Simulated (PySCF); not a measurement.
Core-level binding energies of Si(NCS)2Me2

Si(NCS)2Me2, C4H6N2S2Si.
Geometry (PBE0-D3(BJ)/def2-SVP, Å), atoms numbered from 1 in this order:
```xyz
15
C4H6N2S2Si angstrom
Si    -0.109   -0.007   -0.069
N     -0.040   -0.031    1.661
C      0.042   -0.042    2.853
S      0.142   -0.058    4.424
N      1.534    0.035   -0.618
C      2.677    0.064   -0.964
S      4.180    0.102   -1.428
C     -0.962    1.548   -0.615
H     -0.982    1.612   -1.714
H     -0.436    2.432   -0.225
H     -1.999    1.570   -0.246
C     -0.897   -1.579   -0.661
H     -1.932   -1.655   -0.293
H     -0.336   -2.454   -0.299
H     -0.916   -1.611   -1.761
```

Level of theory: delta-SCF UKS SCAN, pcX-2 on the ionised atom, pcseg-1 elsewhere, spin-free X2C (PySCF). Binding energies are ΔSCF values: E(core-ionised, relaxed orbitals) − E(ground state) at a fixed geometry, referred to the vacuum level.

Q: List the computed XPS lines with their assignment.

A: 
```csv
atom(s),environment,level,binding energy (eV),2p1/2 (eV),above the level's lowest (eV),count
Si1,silicon bonded to 2 C and 2 N,Si 2p3/2,107.83,108.46,0.00,1
Si1,silicon bonded to 2 C and 2 N,Si 1s,1848.00,–,0.00,1
N2/N5,nitrogen bonded to C and Si,N 1s,405.02,–,0.00,2
C3/C6,carbon bonded to N and S,C 1s,293.19,–,+2.63,2
S4/S7,sulfur bonded to C,S 1s,2477.09,–,0.00,2
C8/C12,carbon bonded to Si and 3 H,C 1s,290.56,–,0.00,2
```

Lowest listed C 1s: C8/C12, bonded to 3 H and Si. Highest, 2.63 eV above it: C3/C6, bonded to N and S.

Q: What is the longest wavelength that can ionise C 1s of C8/C12 vertically?

A: λ = hc/E = 12398.42 eV Å / 290.56 eV = 42.671 Å.

Q: Give the binding energy of C 1s of C8/C12 in hartree and in kJ/mol.

A: 290.56 eV = 10.6779 Eh = 28035 kJ/mol.

The first atom of each set that the bonding makes equivalent was ionised and stands for the set. Not every level is listed. 2p3/2 and 2p1/2 are the ΔSCF energy of one spin-free 2p hole plus the eigenvalues of a spin–orbit and ligand-field matrix of the shell. 2p1/2 minus 2p3/2 (ligand field included): Si 0.63 eV. Geometry: PBE0-D3(BJ)/def2-SVP; no solvent, vibrations or thermal averaging.
